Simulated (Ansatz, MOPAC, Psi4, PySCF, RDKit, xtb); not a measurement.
Pair of molecules: NH3 (SMILES N) (first 4 atoms) with C3H8 (SMILES CCC); geometry from B3LYP-D3(BJ)/def2-TZVP, rigid monomers moved along the line of their centres of mass till H2···H11 is 2.12 Å.
(charge 0, multiplicity 1):
```
atom    x (Å)    y (Å)    z (Å)
----  -------  -------  -------
N      0.2960   0.1290   0.4838
H      0.1338   0.8239   1.2036
H      0.9649   0.5202  -0.1696
H     -0.5775   0.0029  -0.0148
C      1.2806   0.0896   3.8692
C     -0.2022   0.4517   3.9007
C     -1.1023  -0.7290   3.5450
H      1.9093   0.9478   4.1161
H      1.5016  -0.7021   4.5895
H      1.5695  -0.2727   2.8804
H     -0.3924   1.2781   3.2069
H     -0.4675   0.8315   4.8920
H     -2.1578  -0.4491   3.5612
H     -0.8642  -1.1100   2.5497
H     -0.9652  -1.5488   4.2547
```

```tsv
level	interaction energy (kcal/mol)
MMFF94	1.26
UFF	1.02
GFN-FF	-0.31
AM1	0.21
PM3	0.36
PM6	-0.43
PM7	-1.01
GFN1-xTB	-0.93
GFN2-xTB	-0.76
HF/STO-3G (no counterpoise)	1.15
HF/3-21G (no counterpoise)	-1.12
HF/6-31G*	1.77
HF/6-31G* (no counterpoise)	0.83
HF/aug-cc-pVDZ	1.99
PBE/def2-TZVPPD	0.14
PBE-D3(BJ)/def2-TZVPPD	-1.19
PBE-D4/def2-TZVPPD	-1.10
BP86/6-31G* (no counterpoise)	-0.15
r2SCAN/def2-TZVPPD	-0.45
r2SCAN-D3(BJ)/def2-TZVPPD	-0.98
r2SCAN-D4/def2-TZVPPD	-0.91
B3LYP/3-21G (no counterpoise)	-3.14
B3LYP/6-31G*	0.91
B3LYP/6-31G* (no counterpoise)	-0.60
B3LYP/6-311+G** (no counterpoise)	0.77
B3LYP/def2-TZVPPD	1.06
B3LYP-D3(BJ)/def2-TZVPPD	-0.93
B3LYP-D4/def2-TZVPPD	-0.77
PBE0/def2-TZVPPD	0.17
PBE0-D3(BJ)/def2-TZVPPD	-1.05
PBE0-D4/def2-TZVPPD	-0.96
M06-2X/6-31G* (no counterpoise)	-2.51
wB97X-V/def2-TZVPPD	-0.90
wB97M-V/def2-TZVPPD	-0.94
MP2/6-31G*	0.59
MP2/6-31G* (no counterpoise)	-1.27
SCS-MP2/aug-cc-pVDZ	0.11
CCSD/aug-cc-pVDZ	-0.17
CCSD(T)/aug-cc-pVDZ	-0.53
SAPT0/jun-cc-pV(D+d)Z	-0.18
```

The rows run from -3.14 (B3LYP/3-21G (no counterpoise)) to 1.99 kcal/mol (HF/aug-cc-pVDZ). In aug-cc-pVDZ the value moves HF 1.99, CCSD -0.17, CCSD(T) -0.53, a shift of -2.52 from HF to CCSD(T). The dispersion term adds -1.32 in PBE-D3(BJ), -1.24 in PBE-D4, -0.54 in r2SCAN-D3(BJ). The 6 functionals in def2-TZVPPD without D3 or D4 span 2.00, from wB97M-V to B3LYP.

Interaction energies are E(AB) − E(A) − E(B) at the monomers' geometry in the complex; basis-set methods are counterpoise corrected. Rows marked so take none. RDKit's UFF carries no charges.

Frozen-core correlation. Rows in 3-21G, 6-311+G**, 6-31G*, STO-3G carry no dispersion term and start afresh at each structure (6-31G* with six Cartesian d functions). MP2/6-31G* freezes PySCF's default core. The state that AM1, PM3, PM6, PM7 reach isn't checked; PM7 holds dispersion and hydrogen-bond terms.

Programs: Ansatz (Gaussian basis) for Hartree–Fock, density functionals and correlated methods; MOPAC for AM1, PM3, PM6, PM7 (differences of heats of formation); Psi4 for SAPT; PySCF for 3-21G rows, 6-311+G** rows, 6-31G* rows, STO-3G rows, the dispersion terms; RDKit for the force fields; xtb for the GFN methods.

Ansatz is a first-principles code.
